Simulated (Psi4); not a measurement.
H$_{11}$Si$_{5}$, doublet, geometry from GFN2-xTB. Base run: R2SCAN/def2-SV(P) in Psi4 1.11.

Psi4 was given this input:
```
memory 2 GB

molecule {
0 2
  Si   -1.19166465   -0.23095990    2.02301811
  Si   -0.03341758    0.02370505    0.04868929
  Si    0.10752306    2.22717252   -0.77039877
  Si   -1.09043303   -1.30241502   -1.56482171
  Si    2.13746219   -0.77990483    0.39623217
  H    -0.68120631    0.33305210    3.27804815
  H    -2.63667065    0.01651455    2.09003842
  H     0.75681312    3.09697006    0.21425254
  H     0.84425224    2.39088959   -2.02667657
  H    -1.23314727    2.77484851   -0.99471470
  H    -0.41994199   -1.23485213   -2.86501026
  H    -1.13154314   -2.71698256   -1.19395667
  H    -2.47539023   -0.88800956   -1.79304612
  H     2.84027140   -0.02754564    1.43639541
  H     2.16053616   -2.18408267    0.80609118
  H     2.96344697   -0.68717164   -0.80948875
}

set basis def2-sv(p)
set reference uks

energy('r2scan')
print_variables()
```

Variants of this job, named by their change:

```csv
change,basis functions,E (Eh),dipole (D),core-seconds (rough),outcome
base,112,-1453.40747,0.09,80,converged
basis = STO-3G,56,-1437.15765,0.17,30,converged
basis = 3-21G,87,?,?,50,converged
basis = 6-31G,87,-1453.67277,0.28,50,converged
basis = 6-31+G*,137,-1453.80190,0.15,100,converged
basis = pcseg-1,145,-1453.81864,0.18,80,converged
basis = cc-pV(D+d)Z,170,-1453.89120,0.09,100,converged
basis = 6-311G**,?,?,0.13,100,converged
basis = 6-311++G**,?,?,0.13,200,converged
"basis = 6-311+G(2d,p)",241,-1453.92710,0.10,200,converged
basis = def2-TZVP,251,-,-,-,input refused
```

Task: What belongs in the gaps?

Result: 
- basis = 3-21G, E (Eh): -1446.08498
- basis = 3-21G, dipole (D): 0.23
- basis = 6-311G**, basis functions: 196
- basis = 6-311G**, E (Eh): -1453.91452
- basis = 6-311++G**, basis functions: 227
- basis = 6-311++G**, E (Eh): -1453.91542

Totals compare only among sets that treat the same electrons; sets with core potentials leave the core out.

Open shells are given as the SCF converged; they aren't shown to be the lowest states, and a large step between rows can be another state.

- basis = def2-TZVP: ended with `Fatal Error: DFHelper: not enough memory for (p shell) AO blocking! required`
